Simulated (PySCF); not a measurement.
Ligand exchange on a metal centre used in film growth or etching (Ti OH-NH2). All species are isolated molecules in the gas phase. One relaxed conformer stands for each flexible species; it need not be the lowest.

Calculation: B3LYP-D3(BJ)/def2-TZVP // TPSS-D3(BJ)/def2-SVP in PySCF. B3LYP has the VWN-RPA correlation part, as in Gaussian. 

| species | coordination number | charge on the central atom (meta-Löwdin) (e) | mean distance from the central atom to its bonded neighbours (Å) |
|---|---|---|---|
| 0 of 4 OH replaced by NH2 ([Ti(OH)4]) | 4 | … | 1.808 |
| 1 of 4 OH replaced by NH2 ([Ti(OH)3(NH2)]) | 4 | 1.43 | 1.831 |
| 3 of 4 OH replaced by NH2 ([Ti(OH)(NH2)3]) | 4 | … | 1.877 |
| 4 of 4 OH replaced by NH2 ([Ti(NH2)4]) | 4 | … | 1.901 |

Question: Some entries are withheld; supply them.

Answer: 
- 0 of 4 OH replaced by NH2 ([Ti(OH)4]), charge on the central atom (meta-Löwdin) (e): 1.49
- 3 of 4 OH replaced by NH2 ([Ti(OH)(NH2)3]), charge on the central atom (meta-Löwdin) (e): 1.30
- 4 of 4 OH replaced by NH2 ([Ti(NH2)4]), charge on the central atom (meta-Löwdin) (e): 1.25
